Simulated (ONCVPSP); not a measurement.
# How hard is this N ONCV potential?

ONCVPSP 4.0.1 input, shortened (lines: element, Z, core and valence counts, functional; n l f; lmax; l rc ep ncon nbas qcut; lloc lpopt rc5 dvloc0; l nproj debl; icmod fcfact rcfact), revPBE, scalar-relativistic:

```
  N 7.00    1    2  -102130      upf
    1    0    2.00
    2    0    1.75
    2    1    3.25
    1
    0    0.80    0.00    3    6    8.30
    1    2.30    0.00    4    8    6.00
    4    4    0.65    6.00
    0    2    3.20
    1    3    0.50
    2    0.30    0.90
```

For each optimised wave give the share of its norm inside rc, the residual kinetic energy above qcut (Ha) and the cutoffs (Ha) for errors of 10, 1, 0.1 and 0.01 mHa per electron.

| wave | norm inside rc | residual KE | 10 mHa | 1 mHa | 0.1 mHa | 0.01 mHa |
| --- | --- | --- | --- | --- | --- | --- |
| 2s | 0.180 | 2.8e-04 | 20.2 | 29.5 | 51.2 | 115.1 |
| s projector 2 | 0.050 | 6.8e-04 | 18.1 | 29.8 | 188.6 | 302.7 |
| 2p | 0.854 | 1.7e-06 | 9.9 | 12.7 | 14.9 | 16.7 |
| p projector 2 | 0.113 | 2.8e-06 | 8.7 | 12.2 | 14.9 | 16.9 |
| p projector 3 | 0.133 | 1.2e-05 | 9.9 | 13.3 | 16.0 | 18.4 |

The occupied waves need 29 Ha and 51 Ha for 1 and 0.1 mHa. Its largest configuration-test error is +906 meV.
